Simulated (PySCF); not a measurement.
Below is a simulated gas-phase Si 2p photoelectron spectrum of `CC(=O)[SiH2][NH][GeH3]`.

Every computed line was given a Gaussian of 0.8 eV full width at half maximum and an area set by the number of equivalent atoms (split 2:1 within a doublet); the highest printed point is 100. Method: delta-SCF UKS SCAN, pcX-2 on the ionised atom, pcseg-1 elsewhere, spin-free X2C in PySCF.

```csv
binding energy (eV),intensity
105.7,0
105.8,1
105.9,2
106.0,4
106.1,9
106.2,16
106.3,26
106.4,40
106.5,56
106.6,72
106.7,87
106.8,96
106.9,100
107.0,98
107.1,92
107.2,84
107.3,76
107.4,67
107.5,58
107.6,49
107.7,39
107.8,29
107.9,20
108.0,13
108.1,8
108.2,4
108.3,2
108.4,1
108.5,0
108.6,0
```

Q: Count the maxima, the lines and the sites behind this envelope.

A: The curve has 1 maximum (at 106.9 eV). Under it lie 2 lines from 1 inequivalent silicon site, drawn as a 2p3/2, 2p1/2 pair. At this width some lines have no maximum of their own.

Q: Decompose the envelope and assign each component. Numbering: `[CH3:1][C:2](=[O:3])[SiH2:4][NH:5][GeH3:6]`.

A: 
```csv
position (eV),relative area,line,atoms,environment
106.84,0.67,Si 2p3/2,Si4,SiH2 silicon
107.46,0.33,Si 2p1/2,Si4,SiH2 silicon
```

Q: What are the centre and the root-mean-square width of the whole band?

A: The area-weighted mean of the lines is 107.04 eV. Their own spread about it is 0.29 eV (rms) and each Gaussian has σ = 0.8/2.355 = 0.34 eV; the variances add, which gives 0.45 eV.

The curve has no shake-up lines and no vibrational structure. Spin–orbit and ligand-field terms were added within each 2p shell after the spin-free SCF. 2p1/2 minus 2p3/2 (ligand field included): Si 0.62 eV. One conformer (not necessarily the lowest) at the PBE0-D3(BJ)/def2-SVP geometry, without solvent, vibrations or thermal averaging.

Time: 68 s. Hardware: Arm Neoverse V2, one thread (shared host).

Shape of the structure used: `[CH3:1][C:2](=[O:3])[SiH2:4][NH:5][GeH3:6]`: C1–C2–Si4–N5 6°, C2–Si4–N5–Ge6 -99°.
